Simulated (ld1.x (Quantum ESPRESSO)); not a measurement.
# antimony: excitation energies, all-electron against TM

- Element: Sb
- Generator: ld1.x (Quantum ESPRESSO) 7.5
- Type: norm-conserving Troullier–Martins (Kleinman–Bylander form)
- Functional: LDA (PZ)
- Relativity: fully relativistic
- Frozen core: [Kr]
- Valence charge: 15
- Reference configuration: 4d10 5s2 5p3
- Partial waves: 5p (bound): rc 1.90 bohr; 4d (bound): rc 1.55 bohr; 5s (bound): rc 1.74 bohr
- Local potential: the s channel
- Core correction: Bessel-smoothed model core, default radius (core density twice the valence density)

Open shells are filled in proportion to 2j + 1 (rel_dist='average').

Energies are relative to the spin-unpolarised reference configuration 4d10 5s2 5p3; without spin polarisation the order of configurations can differ from experiment.

| valence configuration | charge | ΔE all-electron (eV) | error AE − PS (meV) |
| --- | --- | --- | --- |
| 4d10 5s2 5p2 | +1 | 8.538 | +1.3 |
| 4d10 5s2 5p1 | +2 | 24.813 | +4.9 |
| 4d10 5s2 5p0 | +3 | 49.625 | +6.0 |
| 4d10 5s1 5p4 | 0 | 8.181 | -1.2 |
| 4d10 5s1 5p0 | +4 | 94.438 | +1.2 |

Task: What are ΔE and the potential's error for 4d10 5s0 5p5?

Result: ΔE = 16.588 eV all-electron; the error (AE − PS) is -4.5 meV.

Task: What are ΔE and the potential's error for 4d9 5s2 5p3?

Result: ΔE = 40.771 eV all-electron; the error (AE − PS) is -310 meV.

Levels in the configuration 4d9 5s2 5p3:

| level | all-electron (eV) | pseudo (eV) |
| --- | --- | --- |
| 4d j=3/2 | -49.174 | -49.788 |
| 4d j=5/2 | -47.858 | -48.459 |
| 5s j=1/2 | -23.158 | -23.125 |
| 5p j=1/2 | -14.320 | -14.251 |
| 5p j=3/2 | -13.425 | -13.362 |
